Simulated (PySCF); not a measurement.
**WON + NH₃ → H₃WO + N₂**

Level: PBE0 in the def2-TZVP basis family, computed in PySCF with density fitting; scalar-relativistic core potentials for atoms from Rb on, none lighter, no spin–orbit coupling; open shells unrestricted.

| species | state and structure | ZPE (kJ/mol) | H(298 K) − H(0) (kJ/mol) | S° (J/(mol K)) |
| --- | --- | --- | --- | --- |
| WON | doublet, Cs, W–N 1.675 Å, W–O 1.708 Å; N–W–O 103.9° | 15.0 | 10.9 | 283.2 |
| NH₃ | singlet, C3v, N–H 1.013 Å (×3); H–N–H 107.1° (×3) | 90.6 | 10.0 | 192.4 |
| H₃WO | doublet, Cs, W–H 1.686 Å, W–H 1.740 Å (×2), W–O 1.673 Å; H–W–H 100.7° (×2), H–W–H 124.3°, H–W–O 96.1°, H–W–O 114.0° (×2) | 57.0 | 14.0 | 299.8 |
| N₂ | singlet, D∞h, N–N 1.089 Å | 14.9 | 8.7 | 191.4 |

Q: Is the gas-phase reaction uphill or downhill in electronic energy at this level, and by how much?

A: At PBE0/def2-TZVP, ΔE = -114.4 kJ/mol, downhill. 

Q: Add zero-point, thermal and entropy terms for 298.15 K and 1 bar.

A: ΔZPE = -33.7 and Δ[H(298) − H(0)] = 1.8 kJ/mol give ΔH° = -146.3 kJ/mol. ΔS° = 15.6 J/(mol K), so ΔG° = -146.3 − 298.15 × (0.0156) = -151 kJ/mol.

Spin–orbit coupling can matter for WON, H₃WO and is left out. Open d or f shells are single determinants, so the state found may not be the ground state. Each species is the lowest minimum found with this bonding; other isomers or fragments can lie lower.
